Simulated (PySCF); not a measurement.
C3H10OSi2, SMILES O=C(C)[SiH2][SiH2]C.

The structure is a stationary point at ωB97X-D3(BJ)/def2-SVP. The structure was generated by enumeration, and PubChem lists no compound with its InChIKey, so it may never have been made. The values are those of a single conformer.

Two levels are set side by side: TDA-PBE/def2-SVPD (PySCF) and TDA-CAM-B3LYP/def2-SVPD (PySCF). Vertical, same geometry. The lowest singlet is HOMO→LUMO 99 % with PBE and HOMO→LUMO 95 % with the other functional; states are paired by order. Differences are taken from unrounded values.

```
quantity                              TDA-CAM-B3LYP
------------------------------------  -------------
lowest singlet excitation (eV)                 3.61
lowest triplet excitation (TDA) (eV)           2.92
```

Task: What does TDA-PBE give, and how far is it from TDA-CAM-B3LYP? (Estimate from the structure and the level; the computed values follow.)

Result: 
```json
[
 {"quantity": "lowest singlet excitation (eV)", "TDA-PBE": "3.42", "TDA-PBE minus TDA-CAM-B3LYP": "-0.18"},
 {"quantity": "lowest triplet excitation (TDA) (eV)", "TDA-PBE": "2.74", "TDA-PBE minus TDA-CAM-B3LYP": "-0.18"}
]
```

A lower first singlet is the usual sign of a functional without exact exchange. Differences between two approximate levels are no errors against the true value.

Rough cost on one machine, each run with all the roots and properties that it gave: TDA-CAM-B3LYP against TDA-PBE about 7 times.
